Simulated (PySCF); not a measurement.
H₄N, SMILES [NH4+], charge +1. Coordinates come from a r2SCAN-D4/def2-TZVPD optimisation. The isomer is the one that the SMILES or the coordinates give; other isomers of the formula were not compared.

Computed with r2SCAN-D4/def2-TZVPD in PySCF.

Harmonic wavenumbers (cm⁻¹): 1473, 1473, 1473, 1727, 1727, 3373, 3484, 3484, 3484. Rotational constants (GHz): 179.3, 179.3, 179.3; symmetry number 12.

### Question
Work out the zero-point energy and the ideal-gas rigid-rotor harmonic-oscillator thermochemistry at 298.15 K and 1 atm.

### Answer
ZPE = ½ Σ hcν = ½ × 21698 cm⁻¹ = 31.02 kcal/mol. H − E(el) = 33.40 kcal/mol. Entropy in cal/(mol K): translation 34.61, rotation 9.75, vibration 0.05, total 44.41. G − E(el) = 20.16 kcal/mol. Cp = 8.26 cal/(mol K).
